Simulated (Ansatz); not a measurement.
Input (CCSDT(Q)/cc-pV(D+d)Z; Ansatz, a quantum-chemistry and plane-wave program): A basis named .json is the Basis Set Exchange file of that set.

Ansatz 0.2 input:
```yaml
crystal:
  periodic: [false, false, false]
  atoms:
    - {symbol: B, position_ang: [-0.29274998, 0.32017142, 1.68880114]}
    - {symbol: H, position_ang: [-1.03516500, 0.94550383, 2.38367393]}
    - {symbol: H, position_ang: [0.57817672, -0.36596510, 2.14495063]}
    - {symbol: O, position_ang: [-0.45851717, 0.40035244, 0.34864405]}
    - {symbol: Si, position_ang: [0.36606789, -0.24070944, -0.94653165]}
    - {symbol: H, position_ang: [-0.64309768, -0.55280234, -1.98878982]}
    - {symbol: H, position_ang: [1.10702265, -1.46048091, -0.52154974]}
basis:
  gaussian:
    orbitals: cc-pV_D+d_Z.json
magnetization: {spin_polarized: true, initial_magnetization: 1}
correlation: {method: ccsdt_q, electrons: outside_noble_gas}
```

Output:

```
Functional definition: HF
integrals: 0.11 GiB planned
1366 factors; integrals over basis functions are off by at most 1.6e-7 eV
mean field: 0.31 GiB planned
mean field evaluation 1: about -10632.9210 eV, gradient 2.1e1 eV
mean field evaluation 2: about -10632.9768 eV, gradient 2.2e1 eV
mean field evaluation 4: about -10635.2977 eV, gradient 2.4e0 eV
mean field evaluation 8: about -10635.3642 eV, gradient 2.0e-1 eV
mean field evaluation 16: about -10632.9208 eV, gradient 2.1e1 eV
mean field -10635.36523541 eV, -390.8424634918 hartree, gradient 2.9e-6 eV, S^2 0.752933; 0 other end points of the search recorded, 0 dependent functions left out
7 core orbitals not correlated
reference -10635.36523541 eV, -390.8424634918 hartree; 9, 8 occupied and 55, 56 virtual orbitals, 1366 factors
second order -9.53530246 eV of doubles, -0.00000000 eV of singles
coupled cluster: 4.39 GiB planned
cycle   1  -10.07786093 eV  change   -5.4e-1 eV  update   9.9e-2
cycle   2  -10.53520316 eV  change   -4.6e-1 eV  update   4.5e-2
cycle   3  -10.80569343 eV  change   -2.7e-1 eV  update   2.5e-2
cycle   4  -10.79679229 eV  change    8.9e-3 eV  update   7.7e-3
cycle   5  -10.79542515 eV  change    1.4e-3 eV  update   4.2e-3
cycle   6  -10.79755223 eV  change   -2.1e-3 eV  update   1.5e-3
cycle   7  -10.79736772 eV  change    1.8e-4 eV  update   7.8e-4
cycle   8  -10.79716160 eV  change    2.1e-4 eV  update   3.4e-4
cycle   9  -10.79722578 eV  change   -6.4e-5 eV  update   1.8e-4
cycle  10  -10.79728467 eV  change   -5.9e-5 eV  update   7.6e-5
cycle  11  -10.79723462 eV  change    5.0e-5 eV  update   4.0e-5
cycle  12  -10.79724348 eV  change   -8.9e-6 eV  update   2.1e-5
cycle  13  -10.79725073 eV  change   -7.3e-6 eV  update   9.7e-6
cycle  14  -10.79725964 eV  change   -8.9e-6 eV  update   5.2e-6
cycle  15  -10.79726570 eV  change   -6.1e-6 eV  update   2.5e-6
cycle  16  -10.79726572 eV  change   -2.5e-8 eV  update   1.4e-6
perturbative correction -0.02139150 eV, -0.0007861232 hartree
Total energy: -10646.18389263 eV, -391.2400418116 hartree
```
